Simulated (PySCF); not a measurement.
[CoF4]2- holds Co(II), d7, at total charge -2. The structure is a PBE0-D3(BJ)/def2-TZVP, IEF-PCM water geometry optimised for multiplicity 4; coordination tetrahedral, point group Td, metal–donor distances 1.93 Å.

```
5

Co    0.0000    0.0000    0.0000
F     1.1148    1.1148    1.1148
F     1.1148   -1.1148   -1.1148
F    -1.1148   -1.1148    1.1148
F    -1.1148    1.1148   -1.1148
```

Method (PySCF 2.14, density fitting): CASSCF(7,5) with orbitals averaged over all microstates of the shell, strongly contracted NEVPT2 on the averaged canonical orbitals; basis x2c-TZVPall on the metal, x2c-SVPall elsewhere; spin-free X2C; IEF-PCM water; spin-orbit coupling by state interaction with the mean-field operator over all roots.

Q: Which term lies lowest, and with what spin?

A: 4A2 (S = 3/2, orbital degeneracy 1), with 4.0 electrons in the lower (e-type) set and 3.0 in the upper (t2-type) set, by NEVPT2.

Q: Where do the spin-allowed transitions within the shell lie?

A: By NEVPT2: 4T2 at 4126 cm⁻¹; 4T1 at 7202 cm⁻¹ (1389 nm); 4T1 at 20188 cm⁻¹ (495 nm). The strongest, at 20188 cm⁻¹, has f = 3.3e-04.

Q: Which is the lowest state of another spin?

A: 2E at 19027 cm⁻¹ by NEVPT2; CASSCF alone puts it at 20391 cm⁻¹ above the same ground state.

Q: Give the fitted ligand-field and repulsion parameters.

A: At CASSCF level (the NEVPT2 levels don't fit a ligand-field model well): orbital energies 0, 0, 3379, 3379, 3379 cm⁻¹; 10Dq = 3379 cm⁻¹; B = 1199 cm⁻¹; C = 4471 cm⁻¹; B over its free-ion value at the same level 0.959; rms of the fit 80 cm⁻¹; ζ = 512 cm⁻¹ (free ion 526).

Q: What magnetic behaviour follows?

A: The ground multiplet follows a spin Hamiltonian with S = 3/2, g = 2.295, 2.295, 2.295, D = 0 (spin-orbit part alone); the lowest levels hold 98 % of the spin-free ground state. μeff is 4.56 μB at 300 K and 4.45 μB at 10 K; the spin-only value is 3.88 μB.

No frequencies were computed for the optimised geometry. NEVPT2 lifts 4T2 from 3384 to 4126 cm⁻¹; on the d shell alone such lifts tend to overshoot. Gaps between spin states lean to high spin in this active space.

The job took 10 s on one thread of Intel Xeon Platinum 8259CL @ 2.50GHz (shared host), with 104 basis functions, launched as `OMP_NUM_THREADS=1 python lf_run.py task.json out`.
